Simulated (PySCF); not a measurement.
**Exercise with solution: oscillator strength and radiative lifetime**

silole (C4H6Si), SMILES C1=C[SiH2]C=C1.

Geometry optimised at r2SCAN-D4/def2-SVP.

TDDFT-PBE0/def2-SVPD run with PySCF 2.14.0 puts the first singlet state with f over 0.02 at 4.37 eV (vertical), with the transition dipole (0.000, -0.721, 0.000) in atomic units.

Find the oscillator strength, the wavelength and the radiative lifetime that this transition would have in vacuum if emission retraced absorption.


|μ|² = 0.5198 au, so |μ| = 1.83 D. ΔE = 4.37/27.211 = 0.1606 hartree. f = (2/3) ΔE |μ|² = 0.056 (the program prints 0.056).
λ = 1239.84/4.37 = 284 nm; ν = 35246 cm⁻¹.
Einstein's coefficient A = 0.6670 ν² f s⁻¹ (ν in cm⁻¹) = 4.6e7 s⁻¹, so τ = 1/A = 22 ns. This state is S1. The figure is the radiative limit of this one transition; relaxation, internal conversion, crossing to triplets and a medium change what is measured.
